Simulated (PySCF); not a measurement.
**Relaxation of doublet HGa(OH)**

Method: UPBE0/[Ga def2-TZVP, H def2-TZVP, O def2-TZVP], no relativity, density fitting, PySCF. A (50,194) grid was used.

A hand-made bent (heavy-atom frame) start, with no symmetry imposed:

Coordinates in bohr (charge 0 multiplicity 2):
```
Ga    0.5492   -0.0161   -0.4238
H     2.9641   -0.0161    1.2672
O    -2.3455   -0.0161    1.6031
H    -3.3007    1.3736    2.2719
```

Optimiser trace:
```
step  E − E(last) (kJ/mol)  largest gradient (Eh/bohr)
   0                 29.31                     0.03370
   1                 19.20                     0.00904
   2                 16.79                     0.01770
   3                 13.74                     0.01684
   4                 11.88                     0.02038
   5                  8.44                     0.01856
   6                  6.83                     0.01962
   7                  3.68                     0.00964
   8                  2.47                     0.00712
   9                  0.87                     0.00635
  10                  0.25                     0.00196
  11                  0.10                     0.00151
  12                  0.01                     0.00133
  13                  0.00                     0.00011
  14                  0.00                     0.00004
```

It ends at Cs with Ga–H 1.600 Å, Ga–O 1.798 Å, O–H 0.959 Å; Ga–O–H 115.6°, H–Ga–O 113.8°. A frequency run shows a minimum. Other isomers or separated fragments may lie lower.
